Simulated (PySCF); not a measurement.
Ti(F)3(OH)(OH2) (F3H3O2Ti), SMILES [OH][Ti](<-[OH2])([F])([F])[F], multiplicity 1.

Geometry: B3LYP-D3(BJ)/def2-SVP. The spin state was assumed, not searched. The values are those of a single conformer.

Computed with TDDFT-PBE/def2-SVPD (PySCF).

Vertical excitations. Isolated molecule, no solvent.

```csv
state,energy (eV),λ (nm),f,main pairs
S1,4.95,250,0.001,HOMO→LUMO 96 %
S2,5.17,240,0.002,"HOMO−1→LUMO 73 %, HOMO→LUMO+1 17 %"
S3,5.30,234,0.003,HOMO−1→LUMO+1 79 %
S4,5.34,232,0.003,"HOMO−2→LUMO 68 %, HOMO→LUMO+1 15 %, HOMO−1→LUMO+1 11 %"
S5,5.51,225,0.002,HOMO−2→LUMO+1 92 %
S6,5.73,216,0.031,"HOMO→LUMO+1 38 %, HOMO−1→LUMO 17 %, HOMO−2→LUMO 16 %, HOMO→LUMO+3 16 %"
S7,6.17,201,0.000,HOMO→LUMO+2 98 %
S8,6.33,196,0.001,"HOMO−3→LUMO 68 %, HOMO−1→LUMO+2 21 %"
S9,6.35,195,0.002,"HOMO−1→LUMO+2 63 %, HOMO−3→LUMO 24 %, HOMO→LUMO+3 10 %"
S10,6.45,192,0.002,HOMO−1→LUMO+3 88 %
T1,4.72,263,0,"HOMO→LUMO+1 79 %, HOMO−1→LUMO 13 %"
T2,4.77,260,0,HOMO→LUMO 89 %
T3,4.88,254,0,"HOMO−1→LUMO 78 %, HOMO→LUMO+1 17 %"
T4,5.11,243,0,HOMO−1→LUMO+1 91 %
```
Triplets are in the Tamm–Dancoff approximation, which puts them higher than full response would, so one can lie above its singlet here.
